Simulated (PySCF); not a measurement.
Compound: TMS-CClF2, C₄H₉ClF₂Si.
Atom-mapped SMILES: `[CH3:1][Si:2]([CH3:3])([CH3:4])[C:5]([F:6])([F:7])[Cl:8]` (hydrogens: H9, H10, H11 on C1; H12, H13, H14 on C3; H15, H16, H17 on C4)

Method: PBE0-D3(BJ)/def2-TZVP geometry optimisation, gas phase in PySCF 2.14.0; density fitting, grid level 2; the optimiser is geomeTRIC in internal coordinates, started from a GFN2-xTB structure with every atom displaced at random (about 0.01 Å).

Step 0: E = -30117.2729 eV
```
atom  x, y, z in Å  |  force x, y, z in eV/Å
C1      0.7245   -0.7412   -1.6551   -1.583   0.885   0.603
Si2     0.0163   -0.1721    0.0205    0.384   0.230   0.189
C3     -1.6556   -0.9807    0.4685    1.328   0.357   0.826
C4      1.3336   -0.2000    1.4260   -2.014  -0.711  -0.108
C5     -0.4174    1.7299   -0.2170    0.023   0.082   0.580
F6     -0.9541    2.2799    0.9131    0.323  -0.273  -0.211
F7     -1.3398    1.9330   -1.1655   -0.140  -0.047  -0.414
Cl8     1.0315    2.7193   -0.6432   -0.191  -0.217   0.059
H9     -0.0260   -0.5426   -2.4348    0.129  -0.109   0.149
H10     0.9344   -1.7823   -1.6478    0.279  -1.030  -0.009
H11     1.5972   -0.1831   -1.9091    0.783   0.390  -0.103
H12    -2.3718   -0.8314   -0.2962   -0.730   0.147  -1.002
H13    -2.0731   -0.5463    1.3818    0.164   0.036   0.004
H14    -1.5408   -2.0454    0.6380    0.060  -0.291  -0.003
H15     1.5832   -1.2396    1.6616    0.112   0.109  -0.011
H16     2.1992    0.3433    1.1574    1.035   0.536  -0.419
H17     0.9103    0.2581    2.3295    0.038  -0.094  -0.133
```

Step 1: E = -30117.4216 eV
```
atom  x, y, z in Å  |  force x, y, z in eV/Å
C1      0.6918   -0.7509   -1.6394    0.130   0.025   0.121
Si2     0.0579   -0.1088   -0.0045   -0.141  -0.307   0.163
C3     -1.5560   -0.9539    0.4384   -0.142   0.272  -0.033
C4      1.2703   -0.1914    1.4217    0.172   0.191  -0.427
C5     -0.4251    1.7522   -0.1977   -0.076  -0.109  -0.088
F6     -1.0021    2.1845    0.9444   -0.021   0.181   0.062
F7     -1.3396    1.9424   -1.1784    0.109   0.024   0.056
Cl8     0.9716    2.8155   -0.5414   -0.048  -0.064  -0.006
H9     -0.0466   -0.5582   -2.4162   -0.112   0.038  -0.086
H10     0.8139   -1.8376   -1.5714    0.073   0.079  -0.015
H11     1.6373   -0.3053   -1.9614   -0.048  -0.046   0.106
H12    -2.3260   -0.7915   -0.3256    0.147  -0.040   0.046
H13    -1.9395   -0.5383    1.3736   -0.008  -0.005   0.022
H14    -1.4406   -2.0282    0.5822    0.098  -0.077  -0.045
H15     1.4823   -1.2274    1.6850    0.003  -0.104   0.019
H16     2.2149    0.2768    1.1079   -0.174  -0.057   0.226
H17     0.8872    0.3189    2.3105    0.040   0.000  -0.122
```

**Question.** Estimate the geometry and energy of step 2. (The exact step hangs on the optimiser's Hessian estimate; all steps are aligned on step 1, rigid shifts and turns removed.)

**Answer.** E = -30117.4461 eV, largest force 0.219 eV/Å
```
atom  x, y, z in Å  |  force x, y, z in eV/Å
C1      0.6894   -0.7403   -1.6251   -0.027   0.024  -0.043
Si2     0.0441   -0.1167    0.0046   -0.123  -0.085   0.069
C3     -1.5635   -0.9557    0.4475   -0.076   0.092   0.066
C4      1.2700   -0.1988    1.4038    0.133   0.006  -0.174
C5     -0.4309    1.7478   -0.1980   -0.041  -0.006  -0.023
F6     -0.9937    2.2250    0.9360   -0.005   0.037  -0.007
F7     -1.3383    1.9415   -1.1819   -0.004  -0.026   0.031
Cl8     0.9800    2.7777   -0.5689    0.073  -0.002  -0.014
H9     -0.0465   -0.5455   -2.4098    0.023  -0.009  -0.007
H10     0.8331   -1.8230   -1.5680    0.035   0.013  -0.014
H11     1.6333   -0.2801   -1.9216    0.002   0.013   0.040
H12    -2.3233   -0.7983   -0.3223    0.041  -0.021  -0.010
H13    -1.9532   -0.5491    1.3848   -0.002  -0.026  -0.013
H14    -1.4290   -2.0316    0.5799    0.029  -0.014  -0.020
H15     1.4826   -1.2382    1.6657   -0.014  -0.003   0.016
H16     2.2117    0.2746    1.1118   -0.035  -0.003   0.068
H17     0.8861    0.3094    2.2892   -0.010   0.009   0.033
```

The energy changes by -0.0245 eV. The first-order estimate −F·Δx gives -0.0369 eV and the mean of the old and new forces, exact on a quadratic surface, -0.0246 eV. The step makes an angle of 66° with the force vector and moves no atom by more than 0.047 Å.

The cost below is that of the whole optimisation. The run took 11 min wall, 21 min CPU on 2 threads, Intel Xeon at 2.50 GHz (x86_64), no GPU, shared host with 64 logical CPUs at a one-minute load of 57, and the process peaked at 2.1 GiB of memory.
